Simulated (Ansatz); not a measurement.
`C=C[Se][Sn]([CH3])([CH3])[CH3]`, charge 0, multiplicity 1.

Question: Give a relaxed structure at PBE0-D4/def2-TZVP (the Gaussian-basis code of Ansatz). (Best estimate.)

Answer: Ansatz gave: 
```xyz
19

C    -0.208    0.470   -3.554
C     0.158   -0.264   -2.514
Se   -1.079   -1.193   -1.397
Sn   -0.183   -0.250    0.798
C     1.918   -0.667    0.888
C    -1.263   -1.258    2.346
C    -0.538    1.861    0.793
H    -1.251    0.638   -3.800
H     0.538    0.921   -4.200
H     1.208   -0.423   -2.287
H     2.313   -0.363    1.859
H     2.088   -1.735    0.752
H     2.447   -0.119    0.109
H    -1.084   -2.331    2.287
H    -0.935   -0.896    3.322
H    -2.331   -1.069    2.240
H    -0.130    2.293   -0.122
H    -0.059    2.330    1.654
H    -1.610    2.055    0.828
```
This is one stationary point; other conformers may exist.
